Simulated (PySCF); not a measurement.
PBE0-D3(BJ)/def2-TZVP geometry optimisation, gas phase with PySCF 2.14 and geomeTRIC: FeCl3, charge 0, multiplicity 6. Start (model start, shaken):

```
4

Fe    0.0000    0.0045   -0.0041
Cl    2.1616   -0.0068   -0.0149
Cl   -1.0866    1.9037   -0.0074
Cl   -1.0968   -1.8763    0.0053
```

```csv
step,E − E(start) / kcal mol⁻¹,largest force / Eh bohr⁻¹
0,0.00,0.01437
1,-1.30,0.00353
2,-1.39,0.00045
3,-1.39,0.00028
```

The optimisation met its thresholds. End point:

```
4

Fe   -0.0102    0.0042   -0.0060
Cl    2.1170   -0.0035   -0.0168
Cl   -1.0504    1.8622   -0.0103
Cl   -1.0782   -1.8378    0.0121
```

Metal–donor distances, start → end: Cl2 2.162 → 2.127 Å, Cl3 2.188 → 2.129 Å, Cl4 2.177 → 2.129 Å.

No frequencies were computed, so the end point may be a saddle point.

The job took 51 s on one thread of Intel Xeon Platinum 8488C (shared host), with 156 basis functions and a peak of 0.64 GiB, launched as `OMP_NUM_THREADS=1 python lf_run.py task.json out`.
